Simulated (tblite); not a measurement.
Run record: molecular-dynamics run, 1-chloro-2,5-difluorobenzene, `Fc1ccc(F)c(Cl)c1`.

Computed with GFN2-xTB (tblite), gas phase: Langevin dynamics at 200 K from the optimised GFN2-xTB geometry, time step 0.5 fs, friction 0.01 fs⁻¹, 2000 steps. The input is one job of a driver script: a line of settings, then coordinates in Å. «temperature» is in K, «steps» counts time steps and «every» is the stride of the printed frames; «frames» go on to single points.

Command:
```bash
OMP_NUM_THREADS=1 python probes_run.py task.json out
```

Input:
```
{"job": {"kind": "md", "xc": "GFN2-xTB", "basis": "xTB", "temperature": 200, "steps": 2000, "every": 50, "frames": 5}, "charge": 0, "multiplicity": 1}
F     -1.958360    -1.905482     0.047533
C     -1.014601    -0.949535     0.023758
C     -1.400714     0.379411     0.031748
C     -0.419814     1.354243     0.005645
C      0.913587     0.986536    -0.026756
F      1.851718     1.945728    -0.051549
C      1.294657    -0.352822    -0.033079
Cl     2.959947    -0.787556    -0.070527
C      0.314651    -1.333394    -0.008388
H     -2.446382     0.638017     0.058638
H     -0.673254     2.402083     0.009956
H      0.579765    -2.377915    -0.013006
```

Q: Estimate the output. One trajectory will do; the random numbers aren't given.

A: 
```
t/fs     T/K      E/eV
    0.0   174.3   -772.31218
   25.0   128.7   -772.15800
   50.0   172.2   -772.09394
   75.0   174.1   -772.13704
  100.0    96.4   -772.05583
  125.0   113.5   -772.10294
  150.0   148.3   -772.17971
  175.0   151.1   -772.13362
  200.0   140.5   -772.15696
  225.0   180.2   -772.21027
  250.0   164.8   -772.14408
  275.0   171.6   -772.07462
  300.0   174.4   -772.09176
  325.0   223.0   -772.11527
  350.0   161.3   -772.05406
  375.0   178.7   -772.18029
  400.0   244.1   -772.16333
  425.0   275.2   -772.12678
  450.0   217.8   -772.08792
  475.0   265.2   -772.01942
  500.0   220.2   -771.98875
  525.0   228.8   -772.06569
  550.0   231.7   -772.15005
  575.0   135.7   -771.97383
  600.0   223.1   -772.06615
  625.0   200.6   -771.96849
  650.0   191.7   -772.02453
  675.0   165.5   -772.11604
  700.0   200.7   -772.08863
  725.0   224.2   -772.13036
  750.0   136.8   -772.06465
  775.0   184.7   -772.16712
  800.0   112.4   -772.10218
  825.0   155.5   -772.15825
  850.0   126.1   -772.17923
  875.0   126.3   -772.13077
  900.0   109.6   -772.15261
  925.0   140.6   -772.15018
  950.0   151.6   -772.10360
  975.0   113.3   -772.06830
 1000.0   137.9   -772.12008
```

E is the potential energy; T comes from the kinetic energy over all 3N coordinates.

Q: Sum up the printed frames.

A: 41 frames over 1000 fs. T runs from 96 K (100 fs) to 275 K (425 fs), with a mean of 172 K over all frames and 167 K from 500 fs on. E starts at -772.312 eV, peaks 0.344 eV above that at 625 fs, and averages 0.218 eV above it from 500 fs on.

Q: Give the last frame.

A: 0.06 Å rms from the start after alignment:
```
atom  x, y, z in Å
F1     -2.040   -2.284    1.349
C2     -1.184   -1.344    0.892
C3     -1.629   -0.035    0.906
C4     -0.826    0.966    0.406
C5      0.413    0.619   -0.074
F6      1.149    1.630   -0.626
C7      0.807   -0.693   -0.210
Cl8     2.344   -1.024   -1.052
C9      0.035   -1.661    0.380
H10    -2.596    0.178    1.350
H11    -1.124    2.016    0.432
H12     0.308   -2.684    0.287
```

On one thread of an Intel Xeon Platinum 8488C, shared host with 192 logical CPUs at a one-minute load of 13, this took 10 s of wall time and 0.18 GiB of memory at its peak.
